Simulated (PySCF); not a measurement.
H₅NO₃Ti, SMILES [NH2][Ti]([OH])([OH])[OH], multiplicity 1.

The structure is a stationary point at B3LYP-D3(BJ)/def2-SVP. The multiplicity is an assumed one; no other spin state was optimised. The structure was generated by enumeration; whether it is a known compound was not checked. The values are those of a single conformer.

Level of theory: B3LYP-D3(BJ)/def2-SVP in PySCF.

Frequencies are harmonic and unscaled.

```
mode  ν (cm⁻¹)  IR (km/mol)  moving atoms (share of kinetic energy)
----  --------  -----------  --------------------------------------
1          145         28.9                  H 50 %, O 36 %, N 10 %
2          166         22.4                  H 41 %, O 28 %, N 25 %
3          181          3.0                  O 54 %, H 28 %, N 10 %
4          196          7.8         H 36 %, O 31 %, Ti 19 %, N 14 %
5          223         19.1                 O 58 %, H 25 %, Ti 14 %
6          242         31.1                          H 67 %, O 23 %
7          268         77.9                          H 70 %, O 23 %
8          275         43.1                          H 78 %, O 18 %
9          343        136.7                          H 80 %, O 18 %
10         386        236.9                          H 79 %, N 17 %
11         467         96.2                          H 75 %, O 23 %
12         474        153.5                          H 72 %, O 26 %
13         508         96.2                          H 73 %, O 21 %
14         528         30.4                          H 75 %, N 20 %
15         698         16.9                  O 45 %, N 40 %, H 11 %
16         746        225.8                 O 42 %, Ti 32 %, N 18 %
17         789        217.8                 O 53 %, Ti 36 %, H 10 %
18         801        239.4                  O 52 %, Ti 38 %, H 9 %
19        1483         29.0                          H 89 %, N 11 %
20        3531         47.9                                  H 96 %
21        3631         17.2                           H 91 %, N 9 %
22        3873        194.3                                  H 94 %
23        3878        188.2                                  H 94 %
24        3883         86.2                                  H 94 %
```
